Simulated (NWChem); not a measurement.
# C₃H₅BFN; SMILES C#CB(F)NC

```xyz
11

C      1.0390     2.2463     0.0000
C      0.3089     1.2734     0.0000
B     -0.6146     0.0389     0.0000
F     -1.9443     0.2167     0.0000
N     -0.1200    -1.2653     0.0000
C      1.2564    -1.6869     0.0000
H      1.6760     3.1126     0.0000
H     -0.8046    -2.0144     0.0000
H      1.5024    -2.2892     0.8911
H      1.5024    -2.2892    -0.8911
H      1.9097    -0.8039     0.0000
```
Atoms are numbered in this order, from 1.

Computed with NWChem. Pople sets run with spherical d functions. All runs use the structure optimised with PBE0/def2-SVP. Level SCAN/6-31G*: energy and gradient on several grids; changes count from the extra-fine grid, which is no exact limit either.

```csv
grid,size of the energy change (μHa),largest change of a gradient component (μHa/bohr),"time, medium = 1 (rough)"
xcoarse,10000,5000,about 1
coarse,5000,6000,about 1
medium,10000,2000,about 1
fine,2000,1000,about 1
xfine,< 10,< 30,2
```
